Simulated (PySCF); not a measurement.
Compound: C9H7N.
Geometry (PBE0-D3(BJ)/def2-SVP, Å), atoms numbered from 1 in this order:
```xyz
17
C9H7N angstrom
C      2.7219   -1.8447   -1.6826
C      1.8910   -1.1492   -1.1374
C      0.9131   -0.3287   -0.4941
C      1.2343    0.9803   -0.0897
C      0.2783    1.7719    0.5357
C     -1.0021    1.2734    0.7655
C     -1.3425   -0.0264    0.3714
C     -2.7151   -0.5167    0.6370
N     -3.2253   -1.6471    0.3702
C     -0.3776   -0.8183   -0.2576
H      3.4575   -2.4608   -2.1654
H      2.2399    1.3622   -0.2738
H      0.5337    2.7871    0.8470
H     -1.7542    1.8957    1.2577
H     -3.3665    0.2207    1.1377
H     -2.5451   -2.2610   -0.0921
H     -0.6167   -1.8359   -0.5753
```

Linear response at wB97X-D/def2-SVPD (PySCF, frozen core in the response, non-relativistic).

Static isotropic polarisability: 116.08 au (17.20 Å³), principal values 62.3, 126.6, 159.4 au.

(1) What is the polarisability at 1064 nm and at the sodium D line?

(2) What is the isotropic C6 coefficient between two such molecules, C6 = (3/π)∫α(iω)² dω?

(3) Which effective excitation energy ω̄ makes London's formula C6 = (3/4)α²ω̄ exact here?

(4) What molar refraction at the D line follows from R = (4π/3)·N_A·α′, with α′ the polarisability volume?

(5) What three-body coefficient follows from the one-pole estimate C9 = (3/4)·α·C6?

(6) What n − 1 at the D line would an ideal gas of it have at 273.15 K and 1 atm (2.6868 × 10¹⁹ cm⁻³), by n − 1 = 2π·N·α′?

(7) How anisotropic is the static polarisability, by Δα² = ½[(α1 − α2)² + (α2 − α3)² + (α3 − α1)²]?

Results:

(1) 117.97 au at 1064 nm (+1.6 %), 122.73 au at 589.3 nm (+5.7 %). The rise at 589.3 nm is 3.52 times that at 1064 nm; a pure ω² law gives 3.26. The lowest singlet lies at 260 nm, shorter than both wavelengths.

(2) 4568 au (Eh·bohr⁶) by a ten-point quadrature over imaginary frequencies, which is 2730 eV·Å⁶ or 263 J·nm⁶/mol.

(3) ω̄ = 4·C6/(3α²) = 0.452 Eh = 12.3 eV. A one-pole form α(ω) = α/(1 − ω²/ω̄²) fitted to the 1064 nm value gives 9.2 eV.

(4) α′ = 18.19 Å³ gives R = 45.88 cm³/mol, for isolated, non-vibrating species.

(5) 398000 au. This is an estimate from the two numbers above, not a computed integral.

(6) 30.70 × 10⁻⁴, a formal value whether or not that pressure can be reached.

(7) Δα = 85.5 au, or 0.74 of the isotropic value.

One conformer stands for the species.

The pairwise dispersion term of wB97X-D wasn't added to the energies; at a given geometry it leaves orbitals and properties as they are.
